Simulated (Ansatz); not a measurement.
`C[SiH2]CBr` + `O=CO[SiH2]F` → `C[SiH2]O[SiH2]F` + `O=CCBr`  (formal exchange of groups at the Si–C bond)

Gas-phase electronic energies from Ansatz, PBE0-D4/def2-TZVP geometries. CCSD(T)/CBS adds triple-zeta CCSD(T) − MP2 to the extrapolated MP2 energy (def2 sets, frozen cores). Functionals use def2-TZVPP. For Br outer-core shells are correlated without core-valence functions, which leaves a few kJ/mol of doubt a bond. Scalar relativity is left out up to krypton. One conformer a species, not always the lowest.

```
          species  BLYP-D4 energy (Eh)
     `C[SiH2]CBr`          -2944.11047
    `O=CO[SiH2]F`           -579.91225
`C[SiH2]O[SiH2]F`           -796.61437
         `O=CCBr`          -2727.43744
```

(1) Work out ΔE.

Largest T1 diagnostic among the species: 0.015.

## Answers

(1) ΔE = (-796.61437) + (-2727.43744) − (-2944.11047) − (-579.91225) = -0.02909 Eh = -0.79 eV. CCSD(T)/CBS gives -0.87 eV.

From r2SCAN to r2SCAN0 (25 % exact exchange), in def2-TZVPP and without D4, ΔE moves by −0.04 eV. Leaving LDA and LC-ωPBE aside and taking each functional with its dispersion term where it has one, the values, not all of them listed here, spread over 0.25 eV, from BHLYP-D4 to PBE-D4. LDA lies +0.07 eV from PBE without D4. In def2-TZVPP, CCSD(T) changes the Hartree–Fock value by +0.17 eV (the triples alone add +0.05 eV) and MP2 by +0.16 eV.
